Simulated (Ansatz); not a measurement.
System: CH3AlCl2O, net charge 0, singlet state. SMILES: [Cl][Al]([O]C)[Cl]
Structure (B3LYP-D3(BJ)/def2-TZVP (Ansatz, a first-principles code) minimum search):
```xyz
8

C     -2.7421    -0.2858     0.2119
O     -1.4298    -0.7777     0.0337
Al     0.0989    -0.1139    -0.0228
Cl     0.3767     1.9437     0.2035
Cl     1.7351    -1.3606    -0.3224
H     -3.1894    -0.7540     1.0913
H     -3.3472    -0.5400    -0.6611
H     -2.7599     0.7996     0.3461
```

Property: atomisation energy (electronic, to ground-state atoms), in kJ/mol. Valence correlation only, unless marked. UHF or UKS for open shells. Spin-orbit coupling is left out. No relativistic terms. The coupled-cluster limit lacks core correlation, which all-electron functionals hold. CBS marks a two-point X^-3 extrapolation of the correlation energy; Hartree-Fock from the larger set. The bracket is a focal-point correction in the basis named.

```
level                                                                 program  atomisation energy (kJ/mol)  minus last row
-------------------------------------------------------------  --------------  ---------------------------  --------------
PBE-D3(BJ)/def2-TZVPD                                          Ansatz + dftd3                       2999.8            11.0
PBE0/STO-3G                                                            Ansatz                       3544.0           555.2
PBE0-D3(BJ)/def2-TZVPD                                         Ansatz + dftd3                       2955.1           -33.7
PBE0/def2-TZVP                                                         Ansatz                       2939.9           -48.9
LC-wPBE-D4/def2-TZVPD                                          Ansatz + dftd4                       2969.7           -19.1
wB97M-V/def2-TZVPD                                                     Ansatz                       2974.6           -14.2
MP2/CBS(aug-cc-pV(T+d)Z,aug-cc-pV(Q+d)Z)                               Ansatz                       3075.6            86.8
RI-MP2/aug-cc-pV(T+d)Z                                                 Ansatz                       2997.5             8.7
SCS-MP2/cc-pV(D+d)Z                                                    Ansatz                       2753.4          -235.4
CCSD/STO-3G                                                            Ansatz                       3032.0            43.2
CCSD/cc-pV(T+d)Z                                                       Ansatz                       2840.5          -148.3
CCSD(T)/STO-3G                                                         Ansatz                       3044.0            55.2
RI-MP2/CBS(cc-pV(T+d)Z,cc-pV(Q+d)Z)+[CCSD(T)-MP2]/cc-pV(D+d)Z          Ansatz                       2988.6            -0.2
RI-MP2/CBS(cc-pV(T+d)Z,cc-pV(Q+d)Z)+[CCSD(T)-MP2]/cc-pV(T+d)Z          Ansatz                       2982.3            -6.5
CCSD(T)/CBS(aug-cc-pV(T+d)Z,aug-cc-pV(Q+d)Z)                           Ansatz                       2988.8             0.0
```
